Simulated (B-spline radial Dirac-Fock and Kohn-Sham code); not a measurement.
## Core-level shifts of erbium with charge state

Calculated with a radial atomic solver, using ΔSCF Dirac-Fock with Breit, self-energy and vacuum polarisation, finite nucleus, configuration average. Each ion is free and in its tabulated ground configuration. Correlation and solid-state effects are left out.

Reference: Er²²⁺, [Kr] 4d10, with 2p1/2 9927.8 eV, 3s 2894.3 eV, 3p1/2 2678.9 eV, 4s 1071.6 eV, 4p3/2 931.0 eV, Kα1 (K-L3) 49118.6 eV, Kβ1 (K-M3) 55656.2 eV, Lℓ (L3-M1) 6128.1 eV. Shifts from it, in eV (a dash: the subshell is empty, belongs to an open shell averaged over j, or its hole state is left out as unreliable):

```csv
ion,configuration,2p1/2,3s,3p1/2,4s,4p3/2,Kα1,Kβ1,Lℓ
Er²³⁺,[Kr] 4d9,?,?,?,?,?,?,?,?
Er²⁴⁺,[Kr] 4d8,+113.5,+104.7,+105.2,+86.2,+83.3,+0.60,+9.33,+8.47
Er²⁵⁺,[Kr] 4d7,+172.0,+158.5,+159.3,+130.2,+125.7,+0.96,+14.45,+13.07
Er²⁶⁺,[Kr] 4d6,+231.7,+213.2,+214.2,+174.7,+168.8,+1.38,+19.86,+17.93
Er²⁷⁺,[Kr] 4d5,+292.5,+268.7,+270.1,+219.8,+212.5,+1.84,+25.58,+23.04
Er²⁸⁺,[Kr] 4d4,+354.6,+325.2,+327.0,+265.5,+256.7,+2.35,+31.62,+28.41
Er²⁹⁺,[Kr] 4d3,+417.8,+382.6,+384.7,+311.8,+301.4,+2.92,+37.97,+34.03
```

Question: Give the missing shifts for Er²³⁺.

Answer: 2p1/2 +56.1, 3s +51.9, 3p1/2 +52.1, 4s +42.8, 4p3/2 +41.3, Kα1 +0.28, Kβ1 +4.52, Lℓ +4.11 (eV).

Over this range L2 (2p1/2) moves by +417.8 eV and Kα1 by +2.9 eV: a line is a difference of two levels that shift in the same direction.
